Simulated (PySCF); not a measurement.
Structure problem from calculated spectra and properties.

Formula: C4H13FSi4.

| Item | Value |
| --- | --- |
| Dipole | 3.34 D [PBE0/pcSseg-1] |
| 13C NMR | chemical shifts (computed TMS as zero) by class: 116.9 (1 C), 81.9 (1 C), 6.2 (1 C), -6.0 (1 C) ppm [GIAO PBE0/pcSseg-1] |
| NMR, other nuclei | isotropic shieldings of nuclei other than C and H, by class: 438 (1 F), 320 (1 Si), 418 (1 Si), 425 (1 Si), 468 (1 Si) ppm [GIAO PBE0/pcSseg-1] |
| 1H NMR | chemical shifts (computed TMS as zero) by class: 6.18 (1 H), 4.76 (1 H), 4.04 (3 H), 3.55 (3 H), 2.02 (3 H), 0.47 (1 H), 0.23 (1 H) ppm [GIAO PBE0/pcSseg-1] |
| Rotational structure | rotational constants A, B, C: 0.665, 0.585, 0.324 GHz [GFN2-xTB] |

Gas-phase values; electronic properties from PySCF, density fitting. Levels stand in brackets. Geometry: GFN2-xTB, one conformer, isolated molecule. GFN2-xTB frequencies show an imaginary mode (20i cm⁻¹), so this geometry is no minimum at that level. Each NMR value is the plain mean over a class of atoms that symmetry, rotation or inversion makes alike.

**Question.** What is the compound? Reason from the data.

**Answer.** Numbering: `[CH3:1][C:2]#[C:3][Si@@H:4]([CH2:5][SiH3:6])[Si@H:7]([F:8])[SiH3:9]`. Its formula, C4H13FSi4, gives 2 degrees of unsaturation: 0 rings and 2 π bonds in the structure found. 4 carbons fall into 4 classes; from least to most shielded: alkyne carbon [C2] (116.9 ppm), alkyne carbon [C3] (81.9 ppm), propargylic carbon [C1] (6.2 ppm), sp3 carbon bound to silicon [C5] (-6.0 ppm). Hydrogen classes from least to most shielded: 1 H on a fluorine-bound silicon, Si7 (6.18 ppm), 1 H on an SiH silicon, Si4 (4.76 ppm), 3 H on an SiH3 silicon, Si6 (4.04 ppm), 3 H on an SiH3 silicon, Si9 (3.55 ppm), 3 H on a propargylic carbon, C1 (2.02 ppm), 1 H on an sp3 carbon bound to silicon, C5 (0.47 ppm), 1 H on an sp3 carbon bound to silicon, C5 (0.23 ppm). The other shieldings belong to: 438 ppm, silicon-bound fluorine [F8]; 320 ppm, fluorine-bound silicon [Si7]; 418 ppm, SiH silicon [Si4]; 425 ppm, SiH3 silicon [Si6]; 468 ppm, SiH3 silicon [Si9]. The optimised geometry has point group C1 and is an asymmetric top. Structure: `CC#C[Si@@H](C[SiH3])[Si@H](F)[SiH3]`. Computed isomers that give other values at the same levels: `C/C=C/[Si@@H]1C[SiH2][SiH2][Si@@H]1F` (13C chemical shifts (computed TMS as zero) by class: 156.6 (1 C), 128.3 (1 C), 27.3 (1 C), -8.8 (1 C) ppm); `C/C=C\[Si@@H]1C[SiH2][SiH2][Si@@H]1F` (13C chemical shifts (computed TMS as zero) by class: 159.7 (1 C), 125.5 (1 C), 26.1 (1 C), -10.1 (1 C) ppm); `C/C=C/[Si@@H]1C[SiH2][SiH2][Si@H]1F` (13C chemical shifts (computed TMS as zero) by class: 155.1 (1 C), 128.1 (1 C), 27.2 (1 C), -8.1 (1 C) ppm). The assignments are read from this structure; whether some other isomer fits the data as well wasn't checked. The mirror image fits equally.

Shape of the structure used: `[CH3:1][C:2]#[C:3][Si@@H:4]([CH2:5][SiH3:6])[Si@H:7]([F:8])[SiH3:9]`: C3–Si4–C5–Si6 -175°, C3–Si4–Si7–F8 175°.
